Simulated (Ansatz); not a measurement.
Molecule: sum formula ScO2H2, charge 0, multiplicity 2. The spin state was set by rule; other spins were not relaxed. SMILES: [OH][Sc][OH]
Structure (B3LYP-D3(BJ)/def2-TZVP (Ansatz, an electronic-structure program) minimum search):
```xyz
5

Sc     0.2748    -0.1035     0.2705
O      0.9416     0.3063    -1.4193
H      0.9902     0.5606    -2.3392
O     -1.4826    -0.1027     0.8868
H     -2.4338    -0.0171     0.9182
```
Charge 0, spin multiplicity 2.

Property: vertical electron affinity (to the singlet state of charge -1; a negative value means that the extra electron is unbound and the number depends on the basis; each state is the SCF solution reached for its spin; for the singlet the Hartree-Fock reference is unstable and T1 is 0.026), in eV. Correlated levels leave the core frozen unless marked. Open shells are spin-unrestricted. No spin-orbit coupling. The frozen core is the preceding noble-gas configuration, with the filled d and f shells of earlier blocks. Non-relativistic. Anions need diffuse functions: def2-D sets add few. CBS(X,Y): correlation extrapolated as X^-3; Hartree-Fock from the larger set. [CCSD(T)-MP2]/basis is that difference in the basis named.

| level | program | vertical electron affinity (eV) |
|---|---|---|
| r2SCAN/def2-TZVPD | Ansatz | 0.29 |
| B3LYP/def2-TZVPD | Ansatz | 0.51 |
| wB97M-V/def2-TZVPD | Ansatz | 0.48 |
| MP2/def2-TZVPPD | Ansatz | 0.39 |
| RI-MP2/CBS(def2-TZVPPD,def2-QZVPPD)+[CCSD(T)-MP2]/def2-SVPD | Ansatz | 0.69 |
| RI-MP2/CBS(def2-TZVPPD,def2-QZVPPD)+[CCSD(T)-MP2]/def2-TZVPPD | Ansatz | 0.67 |
